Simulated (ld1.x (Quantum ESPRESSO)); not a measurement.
# indium: RRKJ pseudisation with PBE, scalar-relativistic reference atom.

| Quantity | Value |
| --- | --- |
| Element | In |
| Generator | ld1.x (Quantum ESPRESSO) 7.5 |
| Type | norm-conserving RRKJ (Kleinman–Bylander form) |
| Functional | PBE |
| Relativity | scalar-relativistic |
| Frozen core | [Kr] |
| Valence charge | 13 |
| Reference configuration | 4d10 5s1.5 5p0 (charge +1.5) |
| Partial waves | 5p (bound, empty): rc 2.15 bohr; 4d (bound): rc 1.80 bohr; 5s (bound): rc 1.85 bohr |
| Local potential | the s channel |
| Core correction | none |

All-electron outer shells of the reference configuration (PBE, scalar-relativistic, ld1.x):

```
shell  level (eV)  outermost node (bohr)  outermost maximum (bohr)
   4p      -90.76                   0.42                      0.82
   4d      -31.18                   0.40                      0.94
   5s      -19.21                   1.02                      2.08
   5p      -12.22                   1.13                      2.54
```

(1) Estimate the cutoffs (Ry, on a coarse ladder) from which the occupation-weighted sum of valence levels, in a spherical-Bessel basis at the reference potential, stays within 10 and 1 mRy of its value at 400 Ry.

(2) What does a ghost test show?

(3) Which valence shell sets the plane-wave cutoff?

(4) Tests: 4d10 5s2 5p1; 4d10 5s2 5p0; 4d10 5s1 5p0; 4d10 5s0 5p0; 4d9 5s2 5p1; 4d10 5s2 5p0.5; 4d10 5s2 5p1.3. Which has the largest error in its energy relative to the reference configuration, and how large is it?

Results:

(1) 55 Ry and 80 Ry.

(2) No extra level below or beside the all-electron valence levels (p, d, s, f tested).

(3) 4d: its level needs 55 Ry to come within 1 mRy, against 40 Ry for 5s.

(4) 4d9 5s2 5p1, with -202 meV (all-electron minus pseudo) on +11.23 eV.
